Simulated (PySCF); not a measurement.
# Computed structure and properties of [Pb(NH2)]+

System: [Pb(NH2)]+ (singlet); start: template (C2v). Method: PySCF 2.14.0, RKS PBE0, Pb def2-SVP with ECP60, N def2-SVP, H def2-SVP; non-relativistic Hamiltonian with scalar-relativistic core potentials where named; density fitting; no spin-orbit coupling.

Input of the relaxation:

```python
mol = gto.M(atom='''
Pb     0.00000     0.00000    -0.16557
N      0.00000     0.00000     2.07543
H      0.83000    -0.00000     2.66543
H     -0.83000     0.00000     2.66543''',
    basis={'Pb': 'def2-SVP', 'N': 'def2-SVP', 'H': 'def2-SVP'},
    ecp={'Pb': 'def2-SVP'},
    charge=1, spin=0)
mf = dft.RKS(mol, xc='PBE0')
mf.grids.atom_grid = (50, 194)
mf = mf.density_fit()  # fitting sets: Pb def2-universal-JKFIT, N def2-universal-JKFIT, H def2-universal-JKFIT
mf.conv_tol = 1e-08; mf.max_cycle = 55
mf.kernel(dm0)  # dm0: converged density of the start geometry
# quasi-Newton relaxation in Cartesian coordinates to a largest gradient under 0.00045 Eh/bohr, steps kept in the point group
```

Run from Python with OMP_NUM_THREADS=2; the lines above give its settings. Where DIIS fails, smearing, a level shift and second-order steps follow.
It took 2.9 s on 2 threads of AMD EPYC 9R45 96-Core Processor (Zen 5), with other jobs on the host, from the converged density of the start.

Course of the relaxation:

```
step  energy above end (eV)  largest force component within the symmetry (eV/Å)
   0                 0.2092                                               2.348
   1                 0.0136                                               0.676
   2                 0.0022                                               0.335
   3                 0.0000                                               0.019
   4                 0.0000                                               0.008
```

Relaxed geometry (C2v):

```xyz
4

Pb    0.0000    0.0000   -0.0457
N     0.0000    0.0000    2.0366
H     0.8353    0.0000    2.6249
H    -0.8353    0.0000    2.6249
```

```csv
contact,Å
Pb1–N2 (NH2),2.082
```

On the finer grid (75, 302):

The HOMO is -12.77 eV, the LUMO is -8.42 eV and the dipole about the centre of mass is 0.99 D. The set of Mulliken populations of Pb1 outside the core potential is s 3.95, p 6.90, d 10.06 and the D3(BJ) dispersion energy (not in the energies) is -0.050 eV.

| atom | Mulliken (e) | Löwdin (e) | spin (e) |
| --- | --- | --- | --- |
| Pb1 | 1.10 | 1.01 | 0.00 |
| N2 | -0.49 | -0.21 | 0.00 |
| H3 | 0.20 | 0.10 | 0.00 |
| H4 | 0.20 | 0.10 | 0.00 |

On the grid (50, 194), as all that follows. Harmonic modes: a minimum; lowest 495 cm⁻¹ (negative: unstable), highest 3635 cm⁻¹, zero-point energy 0.640 eV.

Taking off one NH2 (charge -1, singlet; the rest: singlet) in vacuum, both parts rigid, costs 18.19 eV; the small basis without counterpoise inflates it. Most of it is the attraction of opposite charges; other ways to part are cheaper, and one spin state was tried for the rest.

Rigid scan of NH2 along the line from its metal:

| distance to N2 (Å) | energy (eV) |
| --- | --- |
| 1.78 | 1.442 |
| 1.88 | 0.548 |
| 1.98 | 0.118 |
| 2.08 | 0.000 |
| 2.18 | 0.089 |
| 2.28 | 0.312 |
| 2.48 | 0.971 |
| 2.78 | 2.092 |
| 3.18 | 3.358 |
| 3.68 | 4.366 |

One start shape was tried, so this needn't be the lowest isomer.
